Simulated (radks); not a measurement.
Species: Ge+. Configuration: [Ar] 3d10 4s(up 1, down 0) 4p2 (not the ground configuration). Calculated with a radial shooting solver on a logarithmic mesh with Libxc functionals: scalar-relativistic Kohn-Sham, PBE, spin-polarised, spherical densities, finite nucleus; open shells are filled with parallel spins first; Fermi nuclear charge, rms radius 4.0742 fm. Some entries of the table are withheld. Estimate them.

orbital,occ.,eigenvalue (eV),r(max) (bohr),<1/r> (bohr^-1)
1s up,1,-10971.58,0.03073,32.38
1s down,1,-10971.44,0.03073,32.38
2s up,1,-1382.162,0.1760,7.106
2s down,1,-1382.109,0.1760,7.106
2p up,3,-1209.124,0.1412,6.967
2p down,3,-1209.025,0.1412,6.967
3s up,1,-179.0072,0.5424,2.283
3s down,1,-178.8127,0.5425,2.284
3p up,3,-126.1531,0.5432,2.129
3p down,3,-125.9156,0.5432,2.131
3d up,5,-39.8768,(1),1.778
3d down,5,-39.4278,(2),1.792
4s up,1,-21.8716,1.711,(3)
4s down,0,-18.8600,1.684,(4)
4p up,2,-12.9727,(5),0.5254

Answer. 
(1) 3d up r(max) (bohr): 0.5040
(2) 3d down r(max) (bohr): 0.5034
(3) 4s up <1/r> (bohr^-1): 0.6520
(4) 4s down <1/r> (bohr^-1): 0.6635
(5) 4p up r(max) (bohr): 2.045
